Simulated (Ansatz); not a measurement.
Consider the substitution at a C–C bond: `CCC(C)(C)CC` + `[CH3][AlH][SH]` → `[CH3][AlH][S]C` + `CCC(C)(C)C`.

Program: Ansatz. Geometries: PBE0-D4/def2-TZVP. ΔE: electronic, gas phase. CCSD(T)/CBS adds triple-zeta CCSD(T) − MP2 to the extrapolated MP2 energy (def2 sets, frozen cores). This one scheme is used for every species. DFT in def2-TZVPP. HSE06 is defined as in plane-wave codes. One conformer a species, not always the lowest.

```tsv
level	ΔE (kJ/mol)	difference from CCSD(T)/CBS
PBE-D4	14.0	-5.5
revPBE-D4	14.1	-5.4
r2SCANh-D4	17.4	-2.1
r2SCAN0-D4	18.5	-1.0
HSE06-D4	16.7	-2.8
LC-ωPBE	18.1	-1.4
RPA@PBE/def2-TZVPP	22.2	2.7
HF/def2-SVP	23.9	4.4
MP2/def2-SVP	30.8	11.3
CCSD/def2-SVP	30.7	11.2
CCSD(T)/CBS	19.5	0
```

Largest T1 diagnostic among the species: 0.010.

At CCSD(T), def2-SVP lies +11.2 kJ/mol from the extrapolated value and def2-TZVPP +2.7 kJ/mol. From BLYP to BHLYP (50 % exact exchange), in def2-TZVPP and without D4, ΔE moves by +7.3 kJ/mol.
